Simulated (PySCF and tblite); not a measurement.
Results of a calculation; reference values are marked as such.
C₅H₇NO, numbered as in [CH3:1][O:2][C@H:3]1[CH2:4][C@@H:5]1[C:6]#[N:7].

Search: ETKDG and KDG, MMFF94s, GFN2-xTB, 60 starts; geometries at GFN2-xTB. Free energies are PBE0-D3(BJ)/def2-SVP (IEF-PCM, tetrahydrofuran) single points with GFN2-xTB rigid-rotor and vibrational terms (modes under about 100 cm⁻¹ blended into free rotors). Symmetry numbers and mirror images are counted. Conformers within 2.5 kcal/mol (GFN2-xTB free energy) were kept, 6 at most. Couplings: B3LYP/6-31G* with pcJ-1 on H (gas phase; spin-dipole term only for pairs with B, N, F, Si or P). Couplings are for ¹H. H–H couplings come out 0.1 to 0.9 Hz lower than with pcJ-1 on all atoms. Of two unlike H on one atom, a is the less shielded (KT2/pcSseg-1 (IEF-PCM, tetrahydrofuran)). Programs: PySCF with density fitting and tblite.

Torsions listed: C1–O2–C3–C4.

| conformer | shape | weight % |
| --- | --- | --- |
| 1 | -158° | 86.5 |
| 2 | 89° | 13.5 |

Task: Give the couplings in each conformer and the averages at 298.15 K (pairs that fast motion interchanges averaged).

Result: 
| coupling | pairs | 1 | 2 | average (Hz) |
| --- | --- | --- | --- | --- |
| ²J(H1,H1) | 3 | -11.2 | -11.1 | -11.2 |
| ³J(H3,H4a) | 1 | 3.7 | 3.5 | 3.7 |
| ³J(H3,H4b) | 1 | 8.1 | 6.8 | 7.9 |
| ³J(H3,H5) | 1 | 2.0 | 2.3 | 2.0 |
| ²J(H4a,H4b) | 1 | -8.2 | -7.8 | -8.1 |
| ³J(H4a,H5) | 1 | 11.8 | 11.8 | 11.8 |
| ³J(H4b,H5) | 1 | 6.4 | 6.5 | 6.4 |
